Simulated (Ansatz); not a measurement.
CH9BN2Si (`NBC(N)[SiH3]`). The species carries charge 0 and has multiplicity 1. All single points use the PBE0-D4/def2-TZVP geometry. It is one conformer, not always the lowest.

```xyz
14

N    -0.807    1.273   -1.589
B    -0.846    0.851   -0.262
C     0.403    0.198    0.428
N     0.299    0.145    1.886
Si    0.446   -1.591   -0.180
H    -1.610    1.648   -2.062
H     0.009    1.207   -2.174
H    -1.877    0.972    0.339
H     1.324    0.680    0.053
H     0.093    1.053    2.281
H     1.152   -0.193    2.311
H     1.449   -2.359    0.612
H     0.846   -1.637   -1.616
H    -0.879   -2.244   -0.027
```

Task: What is the dipole moment at PBE/def2-TZVPP? (Estimate.)

Result: Computed: 2.53 D, with components (0.99, 1.90, -1.34) D in this frame, pointing from negative to positive charge.

Task: And with r2SCAN, B3LYP, ωB97M-V? (Estimate.)

Result: Computed: r2SCAN 2.51 D, B3LYP 2.50 D, ωB97M-V 2.53 D.

Task: Give the Mulliken charges with PBE, ωB97M-V, B3LYP in def2-TZVPP. (An estimate is asked.)

Result: Ansatz gave: 
| atom | PBE | ωB97M-V | B3LYP |
| --- | --- | --- | --- |
| N1 | -0.26 | -0.23 | -0.26 |
| B2 | -0.06 | -0.07 | -0.04 |
| C3 | -0.02 | -0.12 | -0.03 |
| N4 | -0.35 | -0.31 | -0.36 |
| Si5 | 0.18 | 0.17 | 0.25 |
| H6 | 0.18 | 0.14 | 0.17 |
| H7 | 0.16 | 0.13 | 0.15 |
| H8 | 0.00 | 0.07 | 0.02 |
| H9 | 0.09 | 0.12 | 0.09 |
| H10 | 0.14 | 0.10 | 0.12 |
| H11 | 0.14 | 0.11 | 0.13 |
| H12 | -0.07 | -0.04 | -0.08 |
| H13 | -0.08 | -0.05 | -0.09 |
| H14 | -0.05 | -0.02 | -0.06 |

B3LYP here is the variant with VWN-RPA as its local correlation; programs differ in this.
